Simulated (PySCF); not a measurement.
PySCF 2.14 output of an unrestricted PBE0 calculation on a single atom or ion in aug-cc-pwCVTZ-DK3 (10s9p7d4f1g, 109 functions), with the spin-free X2C one-electron Hamiltonian (Gaussian nucleus):

```
SCF conv_tol = 1e-09
number electrons alpha = 27  beta = 24
    C. Adamo and V. Barone.,  J. Chem. Phys. 110, 6158 (1999)
    M. Ernzerhof and G. E. Scuseria.,  J. Chem. Phys. 110, 5029 (1999)
cycle= 1 E= -6792.82503356184  delta_E= -0.0099  |g|= 0.0359  |ddm|= 0.361
cycle= 2 E= -6792.82511015872  delta_E= -7.66e-05  |g|= 0.0143  |ddm|= 0.039
cycle= 3 E= -6792.82513410171  delta_E= -2.39e-05  |g|= 0.00821  |ddm|= 0.0189
cycle= 4 E= -6792.82513999523  delta_E= -5.89e-06  |g|= 9.32e-05  |ddm|= 0.00446
cycle= 5 E= -6792.82513999793  delta_E= -2.7e-09  |g|= 2e-05  |ddm|= 0.000623
cycle= 6 E= -6792.82513999801  delta_E= -8.91e-11  |g|= 9.08e-07  |ddm|= 5.31e-05
converged SCF energy = -6792.82513999801  <S^2> = 3.7509416  2S+1 = 4.0004708
```

The run itself started from symmetry-adapted Hartree-Fock orbitals and held the occupation by maximum overlap, on a logarithmic radial grid, so the iterations belong to that start.

Problem. Which element, charge and spin multiplicity is this?

Solution. Te⁺ (tellurium, charge +1), multiplicity 4; the state was [Kr] 4d10 5s2 5p3, high-spin 4S determinant.
